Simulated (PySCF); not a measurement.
# How methods differ on the ionisation energy of Xe⁺

Xe⁺ [Kr] 4d10 5s2 5p5 (2P) → Xe²⁺ [Kr] 4d10 5s2 5p4 (3P), as a difference of total energies. Computed with PySCF 2.14 in x2c-TZVPPall, with the spin-free X2C one-electron Hamiltonian (Gaussian nucleus). Correlated levels: valence: [Kr] 4d10 frozen. The calculations carry no spin-orbit coupling.

```csv
method,ionisation energy (eV),difference from reference (eV)
UHF,20.100,-0.875
MP2 (valence),20.756,-0.219
SCS-MP2 (valence),20.749,-0.226
CCSD (valence),20.783,-0.192
CCSD(T) (valence),20.808,-0.167
```

Reference: 20.975 eV (semi-empirical (NIST evaluation); NIST Atomic Spectra Database, ionization energies).

The reference lies between the lowest fine-structure levels, while these numbers refer to the centres of the terms.

Errors of the correlated levels include the incompleteness of this basis and the frozen core.
